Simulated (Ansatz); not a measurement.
C2H6OSeSi can be A, `C=C[Se][SiH2]O`, or B, `CC1(O)[SiH2][Se]1`.

Gas-phase electronic energies from Ansatz, PBE0-D4/def2-TZVP geometries. CBS: MP2 limit from def2 TZ/QZ plus the TZ coupled-cluster correction, frozen cores. Functionals use def2-TZVPP. For Se outer-core shells are correlated without core-valence functions, which leaves a few kJ/mol of doubt a bond. Scalar relativity is left out up to krypton. Each species was taken in one conformer, which may not be the lowest.

Question: Which is lower in electronic energy at CCSD(T)/CBS, and by how much? (Best estimate.)

Answer: Ansatz gave: A, by 138.8 kJ/mol.

Question: Give E(B) − E(A) in kJ/mol with HF/def2-TZVPP, ωB97M-V, MP2/def2-TZVPP, CCSD/def2-TZVPP, B2PLYP, CCSD(T)/def2-TZVPP, PBE0-D4. (An estimate is asked.)

Answer: The calculation gave: HF/def2-TZVPP 170.8, ωB97M-V 135.4, MP2/def2-TZVPP 136.2, CCSD/def2-TZVPP 145.9, B2PLYP 141.5, CCSD(T)/def2-TZVPP 140.5, PBE0-D4 117.2. None reverses the order clearly.

Largest T1 diagnostic: 0.012.

In def2-TZVPP, CCSD(T) changes the Hartree–Fock value by −30.3 kJ/mol (the triples alone add −5.4 kJ/mol) and MP2 by −34.6 kJ/mol. From PBE to PBE0 (25 % exact exchange), in def2-TZVPP and without D4, E(B) − E(A) moves by +4.6 kJ/mol.
